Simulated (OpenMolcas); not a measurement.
As.

| Item | Value |
| --- | --- |
| Program | OpenMolcas |
| Basis | ANO-RCC-VDZP [5s4p2d] |
| Scalar Hamiltonian | DKH2, point nucleus |
| Active space | 3 electrons in 3 orbitals (4p) |
| State averaging | 2S+1 = 4 odd, 1 root; 2S+1 = 2 odd, 8 roots |
| Spin-orbit coupling | state interaction with AMFI integrals over the reference wave functions, term energies averaged over their components |

Two sets of levels on these reference wave functions, in cm⁻¹ above 4s² 4p³ ⁴S°_3/2: one from CASSCF and one from SS-CASPT2, IPEA 0.25 Eh, imaginary shift 0.1 Eh (closed shells correlated: 3d 4s).

```csv
Level,Set 1,Set 2
4s² 4p³ ⁴S°_3/2,0.0,0.0
4s² 4p³ ²D°_3/2,12970,14440
4s² 4p³ ²D°_5/2,13190,14630
4s² 4p³ ²P°_1/2,21180,24160
4s² 4p³ ²P°_3/2,21470,24410
```

Q: Which set is which?

A: Set 1 is SS-CASPT2. Its levels of the other terms of 4s² 4p³ lie at 0.88 to 0.90 of the other set's values, as expected, since terms of lower spin or lower L gain more correlation energy than the Hund ground term. Against 4 measured levels (NIST Handbook of Basic Atomic Spectroscopic Data) the mean absolute deviation is 2600 cm-1 with it and 4800 cm-1 without; single levels miss by up to 3000 cm-1 with it.

CASPT2 does not keep the components of a term degenerate, so their means are used; among the terms shown or strongly mixed into the levels shown the widest spread is 200 cm-1 (4s² 4p³ ²D°, SS-CASPT2). With the s shell closed, the reference lacks s² → p² mixing. Without dynamic correlation excited terms often stand tens of per cent too high (terms of higher spin than the ground term too low), and those without a measured partner can miss by more than the paired ones (holds for CASSCF). Some terms miss by over 15 % even with CASPT2, which points to a basis or an active space too small for the shells correlated (holds for SS-CASPT2). Computed and measured levels are paired by configuration, term and J; levels that our copy of the source lacks, or whose pairing is in doubt (as where it misses far off the trend of its configuration), stay unpaired and out of the deviations. Only configurations of the active space appear.

° marks odd parity.
